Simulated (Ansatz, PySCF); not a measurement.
C₃H₈N, SMILES CC(C)[NH], multiplicity 2. Atoms are numbered in the order given.

```xyz
12

C     -1.0550     0.7983     0.5139
C     -0.0365    -0.0139    -0.3048
C      1.4034     0.3457     0.0565
N     -0.2492    -1.4332    -0.1461
H     -0.8842     1.8783     0.3840
H     -0.9576     0.5618     1.5856
H     -2.0888     0.5750     0.2038
H     -0.2064     0.2337    -1.3768
H      1.6091     1.4123    -0.1268
H      1.5900     0.1319     1.1214
H      2.1080    -0.2563    -0.5366
H     -1.2358    -1.6045    -0.3940
```
Charge 0, spin multiplicity 2.

The structure is a stationary point at ωB97X-D3(BJ)/def2-SVP. The isomer is the one that the SMILES or the coordinates give; other isomers of the formula were not compared. The values are those of a single conformer.

Two levels are set side by side: PBE-D3(BJ)/def2-SVP (Ansatz, a quantum-chemistry and plane-wave program) and ωB97X-D3(BJ)/def2-SVP (PySCF). Each level has its own optimised geometry; the coordinates shown are those of the second. Frequencies come from the Hessian of PySCF at each geometry. Differences are taken from unrounded values.

```csv
quantity,ωB97X-D3(BJ)
mean bond length (Å),1.206
bond C1–C2 (Å),1.539
bond C2–C3 (Å),1.527
bond C2–N4 (Å),1.444
bond C1–H5 (Å),1.101
bond C1–H6 (Å),1.102
bond C1–H7 (Å),1.102
bond C2–H8 (Å),1.113
bond C3–H9 (Å),1.102
bond C3–H10 (Å),1.102
bond C3–H11 (Å),1.100
bond N4–H12 (Å),1.032
highest harmonic wavenumber (cm⁻¹),3436
mean harmonic wavenumber (cm⁻¹),1564
zero-point energy (kcal/mol),67.08
```

What does PBE-D3(BJ) give, and how far is it from ωB97X-D3(BJ)? (An estimate is asked for; the answer gives what the named calculation found.)


| quantity | PBE-D3(BJ) | PBE-D3(BJ) minus ωB97X-D3(BJ) |
|---|---|---|
| mean bond length (Å) | 1.213 | 0.007 |
| bond C1–C2 (Å) | 1.545 | 0.007 |
| bond C2–C3 (Å) | 1.532 | 0.004 |
| bond C2–N4 (Å) | 1.442 | -0.002 |
| bond C1–H5 (Å) | 1.109 | 0.008 |
| bond C1–H6 (Å) | 1.109 | 0.007 |
| bond C1–H7 (Å) | 1.109 | 0.007 |
| bond C2–H8 (Å) | 1.126 | 0.012 |
| bond C3–H9 (Å) | 1.109 | 0.007 |
| bond C3–H10 (Å) | 1.109 | 0.007 |
| bond C3–H11 (Å) | 1.107 | 0.007 |
| bond N4–H12 (Å) | 1.043 | 0.011 |
| highest harmonic wavenumber (cm⁻¹) | 3272 | -164 |
| mean harmonic wavenumber (cm⁻¹) | 1501 | -63 |
| zero-point energy (kcal/mol) | 64.37 | -2.71 |

GGA bonds tend to be longer and softer than those of functionals with exact exchange. Differences between two approximate levels are no errors against the true value.
